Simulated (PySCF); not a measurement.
A calculated (TPSS, PySCF 2.14, x2c-SVPall, the spin-free X2C one-electron Hamiltonian (Gaussian nucleus)) atom or ion has these occupied shells.

```tsv
shell	electrons	orbital energy (eV)	rms radius, mean of both spins (bohr)
1s α	1	-537.22	0.231
1s β	1	-534.78	0.231
2s α	1	-41.958	1.21
2s β	1	-35.508	1.21
2p α	3	-26.769	1.23
```

**Question.** Name the element and its charge.

**Answer.** O⁺ (oxygen, charge +1), in [He] 2s2 2p3, high-spin 4S determinant.
